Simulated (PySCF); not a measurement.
# Computed vibrations of [Ce(SH)3]+

[Ce(SH)3]+ (singlet). PySCF 2.14.0, RKS PBE0, Ce lcecp-2-SVP with ECP46, S def2-SVP, H def2-SVP; non-relativistic Hamiltonian with scalar-relativistic core potentials where named; density fitting; no spin-orbit coupling. Central differences of gradients.

```xyz
7

Ce    0.0000    0.0000   -0.4637
S     2.2751    0.0000    0.6151
H     2.0107    0.0000    1.9444
S    -1.1376    1.9703    0.6151
H    -1.0053    1.7413    1.9444
S    -1.1376   -1.9703    0.6151
H    -1.0053   -1.7413    1.9444
```

Run from Python with OMP_NUM_THREADS=2. Where DIIS fails, smearing, a level shift and second-order steps follow.
It took 88 s on 2 threads of Arm Neoverse V1, on a shared host.

**Question.** What are the harmonic wavenumbers and infrared intensities?

**Answer.** Modes are labelled in C3v; negative numbers are unstable modes, those under 60 cm⁻¹ near the noise; a finer grid moves soft modes by up to 10 cm⁻¹.
```
cm⁻¹  km/mol  symmetry
-353       –        a2
  76    17.1         e
  76    17.1         e
 102     7.5        a1
 128    44.8         e
 128    44.8         e
 348    79.2         e
 348    79.2         e
 356    50.9        a1
 365    23.7         e
 365    23.7         e
 409    24.1        a1
2690    13.5         e
2690    13.5         e
2696    83.4        a1
```

**Question.** Is this a minimum?

**Answer.** No: 1 unstable; the lowest moves the atoms so:
```
Ce   0.00  0.00  0.00
S    0.00  0.02  0.00
H    0.00 -0.58  0.00
S   -0.01 -0.01  0.00
H    0.50  0.29  0.00
S    0.01 -0.01  0.00
H   -0.50  0.29  0.00
```
